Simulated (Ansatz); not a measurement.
`CCO[SiH2]P` + `CB(O)Br` → `COB(C)Br` + `CO[SiH2]P`  (substitution at a C–C bond)

Program: Ansatz. Geometries: PBE0-D4/def2-TZVP. ΔE: electronic, gas phase. CCSD(T)/CBS is the MP2 limit (def2-TZVPP, def2-QZVPP) plus CCSD(T) − MP2 in def2-TZVPP, frozen cores. Functionals use def2-TZVPP. For Br outer-core shells are correlated without core-valence functions, which leaves a few kJ/mol of doubt a bond. Scalar relativity is left out up to krypton. Each species was taken in one conformer, which may not be the lowest.

```tsv
level	ΔE (eV)
PBE-D4	0.65
PBE0-D4	0.68
ωB97M-V	0.68
B2PLYP	0.66
PBE	0.67
PBE0	0.69
SCS-MP2/def2-QZVPP	0.68
MP2/CBS(def2)	0.72
```

What does CCSD(T)/CBS give? (An estimate is asked.)

Computed: +0.68 eV. The listed levels differ from it by -0.03, 0.00, 0.00, -0.02, -0.01, 0.01, 0.00, 0.04 eV.

Largest T1 diagnostic among the species: 0.012.

In def2-TZVPP, CCSD(T) changes the Hartree–Fock value by +0.03 eV (the triples alone add −0.01 eV) and MP2 by +0.07 eV.
